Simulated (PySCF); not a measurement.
Compound: FGeH₅Si.
Z-matrix (Å and degrees, PBE0-D3(BJ)/def2-SVP geometry), rows numbered from 1:
```
F 
Ge  1  1.7529
Si  2  2.3836  1  106.64
H   2  1.5409  1  105.83  3  -121.42
H   2  1.5409  1  105.77  3   121.44
H   3  1.4923  2  109.73  1    60.17
H   3  1.4924  2  109.68  1   -60.59
H   3  1.4952  2  108.63  1   179.82
```

Computed, not measured: MP2 and CCSD/aug-cc-pVDZ in PySCF, restricted Hartree–Fock reference, 15 core orbitals frozen, non-relativistic, gas phase, PBE0-D3(BJ)/def2-SVP geometry.

E(HF) = -2466.65908 Eh.

(1) How large is the problem?

(2) What are the MP2 and CCSD correlation energies?

(3) What is the T1 diagnostic?

(4) How does correlation change the dipole moment?

## Answers

(1) 131 basis functions and 60 electrons; 15 orbitals frozen, which leaves o = 15 correlated occupied and v = 101 virtual orbitals. That is o·v = 1515 singles and o·v(o·v + 1)/2 = 1148370 distinct closed-shell doubles amplitudes before symmetry; the costliest CCSD step grows as o²v⁴ = 2.3 × 10^10.

(2) MP2 -0.4428 Eh and CCSD -0.4868 Eh, which gives totals of -2467.10186 and -2467.14589 Eh. That is 0.442 eV for each correlated electron at CCSD (1278 kJ/mol in all, 0.020 % of the total energy); MP2 gives 91.0 % of the CCSD value.

(3) 0.0120, below the customary warning level of 0.02. It is the norm of the spatial-orbital singles amplitudes over the root of the number of correlated electrons, so the norm is 0.066.

(4) HF gives 2.49 D and CCSD (unrelaxed density) 2.24 D, a change of -0.25 D.

No triples correction and no basis-set extrapolation were made.

The job also held the EOM ionisation roots. The run took 2.2 min wall on Arm Neoverse V1, one thread, shared host.
